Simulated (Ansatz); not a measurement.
One geometry of K5H6⁻, several levels of theory.

```yaml
crystal:
  periodic: [false, false, false]
  atoms:
    - {symbol: K, position_ang: [-0.842091, 0.135067, -2.999084]}
    - {symbol: K, position_ang: [1.332626, -0.126555, 0.156885]}
    - {symbol: K, position_ang: [-2.152111, 1.461997, 0.859540]}
    - {symbol: K, position_ang: [-0.921663, -2.357751, 2.327284]}
    - {symbol: K, position_ang: [0.592737, -3.568626, -1.472445]}
    - {symbol: H, position_ang: [0.276264, 3.589424, 0.998478]}
    - {symbol: H, position_ang: [-0.384092, 1.633009, -1.006410]}
    - {symbol: H, position_ang: [0.174046, 3.101317, 0.390671]}
    - {symbol: H, position_ang: [-0.431747, 0.139200, 2.192444]}
    - {symbol: H, position_ang: [1.144627, -2.760475, 0.881116]}
    - {symbol: H, position_ang: [1.211384, -1.246606, -2.328468]}
basis:
  gaussian: {orbitals: def2-TZVPD, initial_orbitals: start.molden}
total_charge: -1
hamiltonian: {xc: {name: wB97X-V}}
scf: {omitted_lower_state_checks: [starts]}
output: {orbitals: {seedname: orbitals}}
```

The file start.molden holds the orbitals of an earlier run on this structure, at another level or in another basis.

```sh
$ ansatz run in.yaml --threads 4 --pin off --events-out ev --progress --plain --max-ram 4787MiB
```

It prints (some lines left out):

```
Functional definition: wB97X-V
2056 factors; their error is unknown
803 factors; integrals over basis functions are off by at most 3.9e-5 eV
mean field evaluation 1: about -81708.9971 eV, gradient 3.4e0 eV
mean field evaluation 2: about -81709.0875 eV, gradient 1.2e-1 eV
mean field evaluation 4: about -81709.3489 eV, gradient 4.3e-3 eV
mean field evaluation 8: about -81709.3489 eV, gradient 2.2e-5 eV
mean field -81709.34886918 eV, -3002.7631863564 hartree, gradient 2.3e-5 eV, S^2 0.000000; 0 other end points of the search recorded, 0 dependent functions left out
reference -81709.34886583 eV, -3002.7631862333 hartree; 51, 51 occupied and 183, 183 virtual orbitals, 2056 factors
Total energy: -81709.34886583 eV, -3002.7631862333 hartree
Checks for a lower state left out: starts
```

It took 38 s on 4 threads of Arm Neoverse V1 on a shared host, peak host memory 1.4 GiB.

As the first input, with `hamiltonian: {xc: {name: BLYP}, dispersion: d4}` (abridged; 7.5 s):

```
Functional definition: BLYP
mean field -81719.47249025 eV, -3003.1352225689 hartree, gradient 7.7e-5 eV, S^2 0.000000
Total energy: -81720.62278060 eV, -3003.1774949594 hartree
Checks for a lower state left out: starts
```

Geometry: PBE-D4/def2-SVPD.

The restricted singlet is unstable towards broken spin symmetry in Hartree–Fock (as tested in another run); at ωB97X-V/def2-TZVPD, BLYP-D4/def2-TZVPD this wasn't settled. At BLYP-D4/def2-TZVPD the highest occupied level of the charge -1 singlet lies above zero (up to 0.69 eV). The electron is either unbound and held by the finite basis, or the level is raised by self-interaction error. In the singlet, H6 and H8 lie 0.79 Å apart (atoms count from 1), so H2 has formed as a molecule. Another isomer (singlet) lies 0.17 eV lower at PBE0-D4/def2-TZVPD; other spin states weren't run for this one.
